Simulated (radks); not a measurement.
Removal energies from the terbium ion Tb7+, [Kr] 4d10 4f(5/2: 5, 7/2: 0) 5s2 5p(1/2: 2, 3/2: 3), by Delta-SCF beside the eigenvalue of the level emptied. Calculated with a radial shooting solver on a logarithmic mesh with Libxc functionals: Dirac Kohn-Sham, PBE, spin-unpolarised, spherical densities, finite nucleus; Fermi nuclear charge, rms radius of each element as measured or else 0.836 A^(1/3) + 0.57 fm. Sub-shells are occupied by j as written (lower j first in brackets).

removed from,final configuration,Delta-SCF (eV),-eigenvalue (eV)
5p3/2,"[Kr] 4d10 4f(5/2: 5, 7/2: 0) 5s2 5p(1/2: 2, 3/2: 2)",124.93,116.75
5p1/2,"[Kr] 4d10 4f(5/2: 5, 7/2: 0) 5s2 5p(1/2: 1, 3/2: 3)",131.97,123.45
4f5/2,"[Kr] 4d10 4f(5/2: 4, 7/2: 0) 5s2 5p(1/2: 2, 3/2: 3)",133.17,119.76
5s1/2,"[Kr] 4d10 4f(5/2: 5, 7/2: 0) 5s1 5p(1/2: 2, 3/2: 3)",155.70,146.67
